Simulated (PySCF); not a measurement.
## Static response to an electric field

C2H8O3SSi.
Cartesian coordinates in Å at the GFN2-xTB level; atoms count from 1:
```
atom  x, y, z in Å
C1     2.4181    0.3393    0.2892
Si2    1.2813   -0.3840   -1.0394
O3    -0.2822    0.0980   -0.7831
S4    -1.0138   -0.2555    0.5656
C5    -2.6674    0.2900    0.1352
O6    -0.9930   -1.6708    0.7515
O7    -0.4913    0.5579    1.6162
H8     2.1357   -0.0367    1.2710
H9     3.4639    0.1010    0.1185
H10    2.3256    1.4235    0.3280
H11    1.3089   -1.8460   -1.0770
H12    1.4144    0.2206   -2.3665
H13   -2.9830   -0.2828   -0.7252
H14   -2.6089    1.3454   -0.0900
H15   -3.3127    0.1080    0.9839
```

Level: wB97X-D/def2-SVPD (PySCF), static field, nuclei fixed, core orbitals frozen in the response. The polarisability tensor in these axes (au):

```
x   86.38  0.31 -0.93
y    0.31 71.04  1.93
z   -0.93  1.93 74.23
```

Problem. Diagonalise the tensor; give its mean and Δα, where Δα² is half the sum of the squared differences of the eigenvalues.

Solution. Principal values 70.10, 75.10 and 86.45 au; mean 77.22 au = 11.44 Å³ = 12.73 × 10⁻⁴⁰ C²·m²/J; Δα = 14.51 au (19 % of the mean).

Problem. What is the dipole moment, and where does it point?

Solution. (-0.74, 1.43, -2.25) D, 2.76 D in size, pointing from the negative to the positive side. Measured along this direction, the outermost atoms are H8 at the negative end and H12 at the positive end.

Problem. Give the eigenvalues of the traceless quadrupole moment Θ = ½Σq(3rr − r²1), origin at the centre of nuclear charge.

Solution. -9.44, -8.30, 17.73 D·Å. The values depend on the origin, since the dipole doesn't vanish. The electronic extent ⟨r²⟩ about the same centre is 1098 bohr², a root-mean-square distance of 2.04 Å for the 74 electrons.

Problem. Form Σ f/ω² (atomic units) for the 8 lowest TDDFT singlets, given as eV and f, and set it beside the mean polarisability, which is this sum over all singlets: 8.07, 0.0043; 8.44, 0.0153; 8.57, 0.0038; 8.84, 0.0136; 8.98, 0.0295; 9.01, 0.1184; 9.04, 0.0075; 9.21, 0.0347.

Solution. They add up to 2.10 au, 2.7 % of the 77.22 au; the largest single term is 1.08 au, from the state at 9.01 eV. Terms in order: 0.05, 0.16, 0.04, 0.13, 0.27, 1.08, 0.07, 0.30 au. Higher excitations give the rest. The strengths listed sum to 0.227.

Problem. Give the principal axes and the span of the nuclei along them.

Solution. Largest value along (1.00, 0.01, -0.07), where the nuclei span 6.82 Å; middle along (0.06, 0.43, 0.90), 3.61 Å; least along (-0.04, 0.90, -0.43), 3.15 Å. The response follows the extents in order.

Problem. What depolarisation ratio follows for Rayleigh scattering of linearly polarised light, taking the static tensor?

Solution. ρ = 3Δα²/(45ᾱ² + 4Δα²) = 631.9/(268316 + 842.6) = 0.00235.

Problem. Find the Langevin capture rate constant for NO+ (29.998 u) meeting this molecule (139.996 u), k = 2.342 × 10⁻⁹ cm³/s × √(α in Å³ / reduced mass in u).

Solution. The reduced mass is 24.70 u, so k = 1.59 × 10⁻⁹ cm³/s. The formula leaves out the permanent dipole, which adds to the capture rate.

Geometry: GFN2-xTB, one conformer, isolated molecule.
